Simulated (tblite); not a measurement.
C₅H₁₀F₂SeSi.
Atom-mapped SMILES: `[CH3:1][C@@H:2]1[CH2:3][C@@H:4]([F:5])[C@H:6]([F:7])[Se:8][SiH2:9]1` (hydrogens: H10, H11, H12 on C1; H13 on C2; H14, H15 on C3; H16 on C4; H17 on C6; H18, H19 on Si9)

Computed with GFN2-xTB (tblite), gas phase: L-BFGS steps from a force-field or distance-geometry start until the largest atomic force falls under 0.01 eV/Å.

Step 3: E = -821.9244 eV
```
atom  x, y, z in Å  |  force x, y, z in eV/Å
C1      2.3273    0.0021    0.4036   -0.060  -0.037  -0.002
C2      0.8187    0.1151    0.5771   -0.154   0.185  -0.198
C3      0.1025   -1.0498   -0.1176    0.078  -0.006   0.072
C4     -1.4111   -1.0939    0.0943   -0.028   0.051  -0.082
F5     -1.7085   -1.0293    1.4369   -0.005   0.101  -0.008
C6     -2.2241   -0.0050   -0.6186    0.046   0.009   0.127
F7     -1.8627    0.0460   -1.9355    0.037  -0.051   0.035
Se8    -2.0398    1.7928    0.1798   -0.004   0.050  -0.005
Si9     0.2236    1.7901   -0.1102    0.013  -0.050  -0.009
H10     2.5962    0.0369   -0.6492    0.016  -0.034  -0.009
H11     2.8262    0.8245    0.9066    0.025   0.010   0.025
H12     2.6893   -0.9292    0.8243    0.098  -0.138   0.033
H13     0.5844    0.0862    1.6445   -0.008  -0.142   0.051
H14     0.2945   -1.0275   -1.1927   -0.034   0.037   0.003
H15     0.5086   -1.9883    0.2651    0.028  -0.088   0.047
H16    -1.7992   -2.0636   -0.2439    0.032  -0.107  -0.072
H17    -3.2933   -0.2454   -0.5860   -0.003  -0.002   0.028
H18     0.8181    2.8764    0.6475   -0.064   0.164   0.079
H19     0.5393    1.8710   -1.5336   -0.012   0.046  -0.115
```

Step 4: E = -821.9293 eV
```
atom  x, y, z in Å  |  force x, y, z in eV/Å
C1      2.3248    0.0005    0.4042    0.005  -0.032   0.008
C2      0.8161    0.1186    0.5731   -0.076   0.053  -0.007
C3      0.1048   -1.0498   -0.1150   -0.003  -0.032  -0.019
C4     -1.4094   -1.0938    0.0907   -0.038  -0.015   0.025
F5     -1.7082   -1.0255    1.4321   -0.014   0.066   0.072
C6     -2.2227   -0.0058   -0.6138   -0.002   0.054   0.006
F7     -1.8623    0.0438   -1.9311    0.045  -0.023  -0.014
Se8    -2.0407    1.7950    0.1795    0.019   0.029  -0.004
Si9     0.2243    1.7915   -0.1114   -0.001   0.041  -0.027
H10     2.5964    0.0358   -0.6465    0.021  -0.036  -0.062
H11     2.8260    0.8226    0.9057    0.018   0.016   0.039
H12     2.6919   -0.9311    0.8240    0.038  -0.099   0.027
H13     0.5847    0.0812    1.6432   -0.013  -0.086  -0.004
H14     0.2922   -1.0263   -1.1895    0.004   0.018  -0.052
H15     0.5090   -1.9905    0.2661    0.033  -0.045   0.052
H16    -1.7984   -2.0658   -0.2451    0.053  -0.059  -0.069
H17    -3.2929   -0.2449   -0.5861    0.011  -0.008   0.060
H18     0.8157    2.8813    0.6499   -0.081   0.112   0.043
H19     0.5389    1.8724   -1.5373   -0.017   0.046  -0.074
```

Step 5: E = -821.9315 eV
```
atom  x, y, z in Å  |  force x, y, z in eV/Å
C1      2.3239   -0.0007    0.4046    0.032  -0.028   0.004
C2      0.8139    0.1207    0.5715    0.002  -0.038   0.057
C3      0.1055   -1.0504   -0.1143   -0.035  -0.033  -0.046
C4     -1.4094   -1.0941    0.0897   -0.027  -0.034   0.061
F5     -1.7084   -1.0228    1.4314   -0.014   0.039   0.071
C6     -2.2222   -0.0052   -0.6119   -0.010   0.042  -0.039
F7     -1.8614    0.0424   -1.9295    0.038  -0.009  -0.021
Se8    -2.0408    1.7965    0.1794    0.023   0.020  -0.006
Si9     0.2246    1.7929   -0.1124    0.003   0.085  -0.033
H10     2.5969    0.0347   -0.6465    0.014  -0.037  -0.043
H11     2.8262    0.8220    0.9060    0.004  -0.006   0.030
H12     2.6936   -0.9335    0.8243   -0.004  -0.046   0.009
H13     0.5846    0.0776    1.6426   -0.020  -0.053  -0.023
H14     0.2913   -1.0255   -1.1892    0.013   0.003  -0.052
H15     0.5097   -1.9921    0.2674    0.025  -0.003   0.039
H16    -1.7971   -2.0678   -0.2469    0.053  -0.020  -0.048
H17    -3.2925   -0.2448   -0.5851    0.016  -0.004   0.064
H18     0.8132    2.8852    0.6516   -0.092   0.078   0.019
H19     0.5384    1.8738   -1.5401   -0.020   0.045  -0.043
```

Step 6: E = -821.9336 eV
```
atom  x, y, z in Å  |  force x, y, z in eV/Å
C1      2.3236   -0.0024    0.4050    0.044  -0.022  -0.003
C2      0.8119    0.1221    0.5705    0.071  -0.098   0.066
C3      0.1057   -1.0516   -0.1144   -0.044  -0.018  -0.049
C4     -1.4099   -1.0950    0.0899   -0.006  -0.026   0.066
F5     -1.7088   -1.0193    1.4320   -0.011   0.004   0.046
C6     -2.2217   -0.0039   -0.6106   -0.002   0.003  -0.053
F7     -1.8597    0.0409   -1.9283    0.025   0.004  -0.019
Se8    -2.0404    1.7983    0.1791    0.021   0.008  -0.011
Si9     0.2250    1.7960   -0.1140    0.017   0.082  -0.025
H10     2.5976    0.0328   -0.6471    0.004  -0.037  -0.005
H11     2.8264    0.8212    0.9068   -0.010  -0.036   0.013
H12     2.6952   -0.9368    0.8248   -0.043   0.011  -0.010
H13     0.5840    0.0729    1.6417   -0.027  -0.019  -0.027
H14     0.2907   -1.0246   -1.1898    0.013  -0.017  -0.033
H15     0.5109   -1.9936    0.2695    0.009   0.042   0.013
H16    -1.7947   -2.0701   -0.2496    0.041   0.022  -0.011
H17    -3.2918   -0.2447   -0.5828    0.018   0.006   0.055
H18     0.8087    2.8909    0.6537   -0.099   0.047  -0.005
H19     0.5374    1.8762   -1.5438   -0.022   0.044  -0.009
```

**Question.** Estimate the geometry and energy of step 7. (The exact step hangs on the optimiser's Hessian estimate; all steps are aligned on step 6, rigid shifts and turns removed.)

**Answer.** E = -821.9352 eV, largest force 0.126 eV/Å
```
atom  x, y, z in Å  |  force x, y, z in eV/Å
C1      2.3242   -0.0043    0.4052    0.033  -0.016  -0.008
C2      0.8114    0.1218    0.5702    0.085  -0.087   0.032
C3      0.1052   -1.0529   -0.1151   -0.024   0.007  -0.030
C4     -1.4105   -1.0958    0.0911    0.014  -0.001   0.041
F5     -1.7093   -1.0164    1.4333   -0.006  -0.025   0.016
C6     -2.2212   -0.0029   -0.6103    0.012  -0.028  -0.037
F7     -1.8578    0.0397   -1.9278    0.010   0.009  -0.014
Se8    -2.0397    1.8000    0.1786    0.018  -0.004  -0.017
Si9     0.2258    1.7996   -0.1157    0.032   0.030  -0.005
H10     2.5982    0.0305   -0.6476    0.000  -0.034   0.021
H11     2.8264    0.8199    0.9078   -0.013  -0.052   0.001
H12     2.6958   -0.9395    0.8250   -0.055   0.033  -0.016
H13     0.5829    0.0686    1.6408   -0.027   0.005  -0.020
H14     0.2904   -1.0243   -1.1910    0.005  -0.033  -0.011
H15     0.5120   -1.9941    0.2714   -0.004   0.062  -0.011
H16    -1.7921   -2.0717   -0.2519    0.021   0.047   0.024
H17    -3.2910   -0.2446   -0.5799    0.016   0.014   0.038
H18     0.8032    2.8965    0.6553   -0.096   0.030  -0.018
H19     0.5363    1.8790   -1.5471   -0.021   0.044   0.015
```

The energy changes by -0.0016 eV. The first-order estimate −F·Δx gives -0.0022 eV and the mean of the old and new forces, exact on a quadratic surface, -0.0016 eV. The step makes an angle of 55° with the force vector and moves no atom by more than 0.008 Å.

The cost below is that of the whole relaxation. The run took 0.84 s of wall time on one thread of an Arm Neoverse N1, no GPU, shared host with 64 logical CPUs at a one-minute load of 61.
